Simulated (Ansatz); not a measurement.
A run for Ansatz (a first-principles code): R-CCSD(T)/cc-pVTZ on BGeH5O (SMILES O[BH][GeH3]), a point of a torsion scan. The run froze 16 orbitals, filled d shells among them.

Ansatz 0.2 input:
```yaml
crystal:
  periodic: [false, false, false]
  atoms:
    - {symbol: O, position_ang: [1.76339513, 0.74738335, 0.31577059]}
    - {symbol: B, position_ang: [0.85963040, -0.21463626, 0.27818837]}
    - {symbol: Ge, position_ang: [1.03803883, -1.86712569, -0.89652833]}
    - {symbol: H, position_ang: [2.54345305, 0.66405336, -0.23810292]}
    - {symbol: H, position_ang: [-0.06665691, -0.04733357, 0.97913043]}
    - {symbol: H, position_ang: [1.05105505, -3.19461715, -0.20403930]}
    - {symbol: H, position_ang: [2.30556547, -1.91399658, -1.71172525]}
    - {symbol: H, position_ang: [-0.01940920, -2.07553894, -1.93614350]}
basis:
  gaussian:
    orbitals: cc-pVTZ
magnetization: {spin_polarized: false}
correlation: {method: ccsd_t, electrons: outside_noble_gas}
scf: {lower_state_search: off}
```

Program output:

```
WARN ansatz: RAYON_NUM_THREADS=1 ignored (pool sized by the plan → 1); use --threads N
Functional definition: HF
these checks for a lower state are left out or cut short: stability, starts, cluster_reference, orbital_swaps, neighbouring_geometries, increment
integrals: 0.53 GiB planned
1021 factors; integrals over basis functions are off by at most 1.0e-3 eV
mean field: 0.49 GiB planned
mean field evaluation 1: about -59261.8307 eV, gradient 3.3e1 eV
mean field evaluation 2: about -59261.9108 eV, gradient 3.3e1 eV
mean field evaluation 4: about -59264.2729 eV, gradient 3.1e0 eV
mean field evaluation 8: about -59264.3155 eV, gradient 1.4e-1 eV
mean field -59264.31563482 eV, -2177.9234287836 hartree, gradient 1.0e-6 eV, S^2 0.000000; 0 other end points of the search recorded, 0 dependent functions left out
16 core orbitals not correlated
reference -59264.31563482 eV, -2177.9234287836 hartree; 9, 9 occupied and 148, 148 virtual orbitals, 1021 factors
second order -12.73060425 eV of doubles, -0.00000000 eV of singles
coupled cluster: 1.31 GiB planned
cycle   1  -13.25827321 eV  change   -5.3e-1 eV  update   8.5e-2
cycle   2  -13.62720330 eV  change   -3.7e-1 eV  update   2.6e-2
cycle   3  -13.70802854 eV  change   -8.1e-2 eV  update   1.5e-2
cycle   4  -13.69711271 eV  change    1.1e-2 eV  update   4.0e-3
cycle   5  -13.69717473 eV  change   -6.2e-5 eV  update   1.7e-3
cycle   6  -13.69733218 eV  change   -1.6e-4 eV  update   4.8e-4
cycle   7  -13.69706567 eV  change    2.7e-4 eV  update   1.5e-4
cycle   8  -13.69709270 eV  change   -2.7e-5 eV  update   5.3e-5
cycle   9  -13.69711917 eV  change   -2.6e-5 eV  update   1.6e-5
cycle  10  -13.69711305 eV  change    6.1e-6 eV  update   5.9e-6
perturbative correction -0.46625097 eV, -0.0171344070 hartree
Total energy: -59278.47899884 eV, -2178.4439228110 hartree
Checks for a lower state left out: stability, starts, cluster_reference, orbital_swaps, neighbouring_geometries, increment
```

Self-consistency was reached.

Cost: very roughly 20 core-seconds.
